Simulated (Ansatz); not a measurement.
Basis-set extrapolation for `O[SiH2][SiH2]CF` (PBE0-D4/def2-TZVP geometry, frozen core, Ansatz 0.2.0). Multiplicity 1, RHF reference.

|  | def2-TZVPP | def2-QZVPP |
| --- | --- | --- |
| HF | -794.256553 | -794.284720 |
| MP2 correlation | -0.908610 | -0.982989 |
| CCSD(T) correlation | -0.992278 | not run |

Energies in hartree. Use E(X) = E(∞) + A·exp(−7.88·√X) for Hartree–Fock and E(X) = E(∞) + B·X^(−2.97) for correlation, with X = 3 and 4, and add CCSD(T) minus MP2 of the smaller set to the MP2 limit.

**Question.** What is the CCSD(T) energy at the basis-set limit?

**Answer.** HF limit: -794.284720 + (-0.028167) × 0.13774 = -794.28860. MP2 limit: -0.982989 + (-0.074379) × 0.74074 = -1.03808. Higher-order term: -0.992278 − (-0.908610) = -0.08367. Total: -795.41035 hartree, 424.1 kJ/mol below CCSD(T)/def2-TZVPP.
